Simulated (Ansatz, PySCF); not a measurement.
Gas-phase reaction (SMILES): F[C](F)(F)[GeH3] + 4 [H][H] (H2) -> C (CH4) + 3 F (HF) + [GeH4] (GeH4); energy of full hydrogenation.

Geometries: B3LYP-D3(BJ)/def2-TZVP minima from Ansatz (a first-principles code). Cores are frozen in the correlated levels unless marked. Spin-orbit coupling is left out. The frozen core is the preceding noble-gas configuration, with the filled d and f shells of earlier blocks. Non-relativistic. CBS marks a two-point X^-3 extrapolation of the correlation energy; Hartree-Fock from the larger set. Thermal terms are rigid-rotor harmonic-oscillator values from B3LYP-D3(BJ) frequencies (PySCF) at 298.15 K and 1 atm. 1 Eh = 627.5095 kcal/mol.

| species | E, CCSD(T)/CBS(cc-pVTZ,cc-pVQZ) (Ansatz) (Eh) | E, PBE-D3(BJ)/def2-TZVPD (Ansatz + dftd3) (Eh) | H - E (Eh) | G - E (Eh) |
|---|---|---|---|---|
| F[C](F)(F)[GeH3] | -2414.72581 | -2415.94400 | 0.04392 | 0.00669 |
| [H][H] (H2) | -1.17450 | -1.16598 | 0.01336 | -0.00144 |
| C (CH4) | -40.45816 | -40.46420 | 0.04840 | 0.02728 |
| F (HF) | -100.39146 | -100.39533 | 0.01259 | -0.00713 |
| [GeH4] (GeH4) | -2077.90558 | -2079.05959 | 0.03354 | 0.00887 |

**Question.** Work out ΔE and ΔH, ΔG, ΔS and the equilibrium constant at 298.15 K at the first level, then ΔH at the second.

**Answer.** 
1. ΔE = [(-40.45816) + 3×(-100.39146) + (-2077.90558)] - [(-2414.72581) + 4×(-1.17450)] = -0.11431 Eh = -71.7 kcal/mol at CCSD(T)/CBS(cc-pVTZ,cc-pVQZ).
2. The terms H - E add up to 0.02235 Eh, so ΔH = (-0.11431 + (0.02235))×627.5095 = -57.7 kcal/mol.
3. The terms G - E add up to 0.01383 Eh, so ΔG = -63.1 kcal/mol, and ΔS = (0.02235 - (0.01383))×627509.5/298.15 = 17.9 cal/(mol K).
4. log10 K = -ΔG/(RT ln 10) = 46.3, with RT ln 10 = 1.3642 kcal/mol.
5. At PBE-D3(BJ)/def2-TZVPD the same steps give ΔE = -63.9 and ΔH = -49.9 kcal/mol, a shift of +7.8 from the first level.
6. These values are not checked against measurement here, since the tables used lack a sound gas-phase enthalpy of formation for at least one species.
